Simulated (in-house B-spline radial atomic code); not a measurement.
Results of a calculation; reference values are marked as such.
**Extrapolating the RPA correlation energy in partial waves: Tl II (Tl+)**

All-electron RPA on Hartree-Fock orbitals from an all-electron radial atomic-structure program (B-spline basis), scalar-relativistic (spin-free one-electron X2C), finite nucleus, configuration [Xe] 4f14 5d10 6s2. Without the two-electron picture change, the correlation of inner shells comes somewhat too large for so heavy an element. With empty states up to angular momentum L the sums are:

| L | E_c(L) (hartree) |
| --- | --- |
| 5 | -5.817216 |
| 6 | -6.192919 |
| 7 | -6.398498 |

For large l each further wave adds A/(l + 1/2)⁴, because the basis must build the cusp where two electrons meet.

Problem. Estimate the limit from L = 6 and L = 7.

Solution. Wave 7 adds -0.205579, against a sum of (l + 1/2)⁻⁴ of 3.16049e-04, so A = -650.46. The sum over l > 7 is ζ(4, 8.5) = 6.4602e-04, close to 1/(3 × 8³) = 6.5104e-04. The tail is -0.420215 and the limit -6.81871 hartree.

Problem. How good is the estimate?

Solution. A run to L = 11 sums to -6.65770 and extrapolates to -6.75182 hartree, 9.77 millihartree from the run before, so it has not settled and is itself too deep. The estimate differs from that by -66.89 millihartree, while the bare sum at L = 7 misses 353.3 millihartree (5.2 %).
